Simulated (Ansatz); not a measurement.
Pulling on the C1–Al2 bond in CH5Al (SMILES [CH3][AlH2]) (multiplicity 1 held, fragments rigid). Energies count from the point at 1.955 Å.
Geometry at that point (charge 0, multiplicity 1):
```xyz
7

C     -1.235    -0.095    -0.001
Al     0.714     0.049    -0.003
H     -1.680     0.544    -0.770
H     -1.592    -1.114    -0.156
H     -1.639     0.256     0.956
H      1.399     1.478     0.030
H      1.636    -1.239    -0.022
```

Signs of static correlation in cc-pV(T+d)Z, with CASSCF(2,2), from Ansatz (an electronic-structure program) runs.

```json
[
 {"R (Å)": "1.564", "T1 of restricted CCSD": "0.009", "⟨S²⟩ of UHF": "0.000", "largest double amplitude of restricted CCSD": "0.029", "weight of the CASSCF reference in MRCISD": "0.906", "CASSCF natural occupations": "1.99 0.01"},
 {"R (Å)": "1.759", "T1 of restricted CCSD": "0.009", "⟨S²⟩ of UHF": "0.000", "largest double amplitude of restricted CCSD": "0.029", "weight of the CASSCF reference in MRCISD": "0.906", "CASSCF natural occupations": "1.99 0.01"},
 {"R (Å)": "1.955", "T1 of restricted CCSD": "0.009", "⟨S²⟩ of UHF": "0.000", "largest double amplitude of restricted CCSD": "0.027", "weight of the CASSCF reference in MRCISD": "0.905", "CASSCF natural occupations": "1.98 0.02"},
 {"R (Å)": "2.150", "T1 of restricted CCSD": "0.009", "⟨S²⟩ of UHF": "0.000", "largest double amplitude of restricted CCSD": "0.029", "weight of the CASSCF reference in MRCISD": "0.904", "CASSCF natural occupations": "1.97 0.03"},
 {"R (Å)": "2.346", "T1 of restricted CCSD": "0.009", "⟨S²⟩ of UHF": "0.000", "largest double amplitude of restricted CCSD": "0.039", "weight of the CASSCF reference in MRCISD": "0.904", "CASSCF natural occupations": "1.96 0.04"},
 {"R (Å)": "2.639", "T1 of restricted CCSD": "0.010", "⟨S²⟩ of UHF": "0.000", "largest double amplitude of restricted CCSD": "0.084", "weight of the CASSCF reference in MRCISD": "0.904", "CASSCF natural occupations": "1.92 0.08"},
 {"R (Å)": "2.932", "T1 of restricted CCSD": "0.012", "⟨S²⟩ of UHF": "0.456", "largest double amplitude of restricted CCSD": "0.144", "weight of the CASSCF reference in MRCISD": "0.904", "CASSCF natural occupations": "1.86 0.14"},
 {"R (Å)": "3.421", "T1 of restricted CCSD": "0.019", "⟨S²⟩ of UHF": "?", "largest double amplitude of restricted CCSD": "0.260", "weight of the CASSCF reference in MRCISD": "0.904", "CASSCF natural occupations": "1.69 0.31"},
 {"R (Å)": "3.910", "T1 of restricted CCSD": "0.028", "⟨S²⟩ of UHF": "0.956", "largest double amplitude of restricted CCSD": "0.393", "weight of the CASSCF reference in MRCISD": "0.905", "CASSCF natural occupations": "1.47 0.53"},
 {"R (Å)": "4.496", "T1 of restricted CCSD": "0.040", "⟨S²⟩ of UHF": "0.998", "largest double amplitude of restricted CCSD": "?", "weight of the CASSCF reference in MRCISD": "0.906", "CASSCF natural occupations": "1.25 0.75"},
 {"R (Å)": "5.278", "T1 of restricted CCSD": "0.048", "⟨S²⟩ of UHF": "1.010", "largest double amplitude of restricted CCSD": "0.697", "weight of the CASSCF reference in MRCISD": "0.906", "CASSCF natural occupations": "1.10 0.90"},
 {"R (Å)": "6.256", "T1 of restricted CCSD": "0.048", "⟨S²⟩ of UHF": "1.012", "largest double amplitude of restricted CCSD": "0.783", "weight of the CASSCF reference in MRCISD": "0.906", "CASSCF natural occupations": "1.03 0.97"}
]
```

Task: Complete the blanks.

Result: 
- 3.421, ⟨S²⟩ of UHF: 0.837
- 4.496, largest double amplitude of restricted CCSD: 0.550

Doubts at one or more of the structures used: a restricted determinant that unrestricted orbitals would lower (R-CCSD(T)/cc-pV(T+d)Z); other coupled-cluster roots lie near (R-CCSD(T)/cc-pV(T+d)Z); a spin-contaminated determinant (U-CCSD(T)/cc-pV(T+d)Z); T1 above 0.05 (U-CCSD(T)/cc-pV(T+d)Z).
